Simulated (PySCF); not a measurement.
# Os (osmium, neutral) across methods

[Xe] 4f14 5d6 6s2, high-spin 5D determinant. All numbers are calculated (PySCF 2.14, a scalar-relativistic core potential, in def2-QZVPPD with the def2 core potential (60 electrons)).

```csv
method,E (hartree),mean ε 6s α (eV),mean ε 6s β (eV),mean ε 5d β (eV),Σ⟨r²⟩ (bohr²),⟨S²⟩
r2SCAN,-90.6018,-6.476,-5.120,-4.947,55.81,6.019
BP86,-90.6802,-6.652,-5.372,-5.178,56.09,6.009
CAM-B3LYP,-90.5082,-8.281,-7.130,-7.736,56.61,6.009
PBE0,-90.5493,-7.268,-5.852,-6.401,56.55,6.012
PBE,-90.5930,-6.519,-5.175,-5.005,56.29,6.009
B97-3,-90.5774,-7.201,-5.808,-6.459,56.68,6.012
LDA,-90.3908,-6.765,-5.572,-5.068,56.41,6.008
UHF,-89.83933,-8.853,-6.730,-9.427,58.23,6.032
HSE06,-90.5490,-6.889,-5.550,-6.010,56.55,6.011
```

⟨L²⟩ = 7.03 against 6 for a pure D term, so this real determinant mixes terms. Energies and moments cover only the electrons outside the core potential. Spin-orbit coupling, absent here, splits the open shell strongly.
